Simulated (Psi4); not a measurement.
I2Sn, charge -1, sextet, geometry from GFN2-xTB of the parent state (such geometries of metal compounds can be far from the true shape) (a state made from the parent by changing its charge; the spin is typed, not shown lowest) (all electrons, no relativity) (a gas-phase anion, which may not be bound at this level); PBE0/STO-3G in Psi4.

Here is a job for Psi4.
```
memory 2 GB

molecule mol {
-1 6
  Sn   -0.000629   -0.004605    1.211757
  I     1.134634   -1.926714   -0.578325
  I    -1.134041    1.931058   -0.564842
}

set basis sto-3g
set reference uks
set scf_type pk

energy('pbe0')
print_variables()
```

It wrote (shortened):

```
   => Loading Basis Set <=

    Name: STO-3G
    Role: ORBITAL
    Keyword: BASIS

         ---------------------------------------------------------
                                   SCF
               by Justin Turney, Rob Parrish, Andy Simmonett
                          and Daniel G. A. Smith
                              UKS Reference
         ---------------------------------------------------------

  ==> Geometry <==

    Molecular point group: cs
    Full point group: Cs

    Geometry (in Angstrom), charge = -1, multiplicity = 6:

       Center              X                  Y                   Z               Mass
    ------------   -----------------  -----------------  -----------------  -----------------
         SN           0.003648846521    -1.211173521153     0.000000000000   119.902201630000
         I            2.235981042206     0.578913521949     0.000000000000   126.904471900000
         I           -2.239428554533     0.565430483964     0.000000000000   126.904471900000

  Running in cs symmetry.

  Rotational constants: A =      0.06509  B =      0.01326  C =      0.01102 [cm^-1]
  Rotational constants: A =   1951.39072  B =    397.64978  C =    330.33492 [MHz]
  Nuclear repulsion = 1312.294448417600051

  Charge       = -1
  Multiplicity = 6
  Electrons    = 157
  Nalpha       = 81
  Nbeta        = 76

  ==> Algorithm <==

  SCF Algorithm Type is PK.
  DIIS enabled.
  MOM disabled.
  Fractional occupation disabled.
  Guess Type is SAD.
  Energy threshold   = 1.00e-06
  Density threshold  = 1.00e-06
  Integral threshold = 1.00e-12

  ==> Primary Basis <==

  Basis Set: STO-3G
    Blend: STO-3G
    Number of shells: 33
    Number of basis functions: 81
    Number of Cartesian functions: 87
    Spherical Harmonics?: true
    Max angular momentum: 2

  ==> DFT Potential <==

   => LibXC <=

    Version 7.1.2
    S. Lehtola, C. Steigemann, M. J. T. Oliveira, and M. A. L. Marques,  SoftwareX 7, 1–5 (2018) (10.1016/j.softx.2017.11.002)

   => Composite Functional: PBE0 <=

    PBE0 Hyb-GGA Exchange-Correlation Functional

    C. Adamo and V. Barone,  J. Chem. Phys. 110, 6158 (1999) (10.1063/1.478522)
    M. Ernzerhof and G. E. Scuseria,  J. Chem. Phys. 110, 5029 (1999) (10.1063/1.478401)

    Deriv               =              1
    GGA                 =           TRUE
    Meta                =          FALSE

    Exchange Hybrid     =           TRUE
    MP2 Hybrid          =          FALSE

   => Exchange Functionals <=

[...]
      Nalpha   =   80.9999740189 ; deviation = -2.598e-05
      Nbeta    =   75.9999727047 ; deviation = -2.730e-05
      Ntotal   =  156.9999467236 ; deviation = -5.328e-05

   @Spin Contamination Metric:  -1.136868377E-13
   @S^2 Expected:                8.750000000E+00
   @S^2 Observed:                8.750000000E+00
   @S   Expected:                2.500000000E+00
   @S   Observed:                2.500000000E+00

    Orbital Energies [Eh]
    ---------------------

    Alpha Occupied:

[...]
    Alpha Virtual:

    Beta Occupied:

[...]
      53Ap     0.033928

    Beta Virtual:

[...]
    Final Occupation by Irrep:
             Ap   App
    DOCC [    53,   23 ]
    SOCC [     4,    1 ]
    NA   [    57,   24 ]
    NB   [    53,   23 ]

  @UKS Final Energy: -19669.79865509815136

   => Energetics <=

    Nuclear Repulsion Energy =           1312.2944484176000515
    One-Electron Energy =              -29799.3167346701884526
    Two-Electron Energy =                9204.3765261601183738
    DFT Exchange-Correlation Energy =    -387.1528950056815006
    Empirical Dispersion Energy =           0.0000000000000000
    VV10 Nonlocal Energy =                  0.0000000000000000
    Total Energy =                     -19669.7986550981513574

  UHF NO Occupations:
  HONO-2 :   55 Ap 1.0000000
  HONO-1 :   56 Ap 1.0000000
  HONO-0 :   57 Ap 1.0000000

Computation Completed

Properties will be evaluated at   0.000000,   0.000000,   0.000000 [a0]

Properties computed using the SCF density matrix

 Multipole Moments:

 ------------------------------------------------------------------------------------
     Multipole            Electronic (a.u.)      Nuclear  (a.u.)        Total (a.u.)
 ------------------------------------------------------------------------------------

 L = 1.  Multiply by 2.5417464519 to convert [e a0] to [Debye]
 Dipole X            :          0.0001765           -0.0005212           -0.0003447
 Dipole Y            :         -0.0580942            0.1730162            0.1149220
 Dipole Z            :          0.0000000            0.0000000            0.0000000
 Magnitude           :                                                    0.1149226

 ------------------------------------------------------------------------------------

  Variable Map:
  ----------------------------------------------------------------------------
[...]
  Array Variable Map:
  ----------------------------------------------------------------------------
[...]
[...]
```
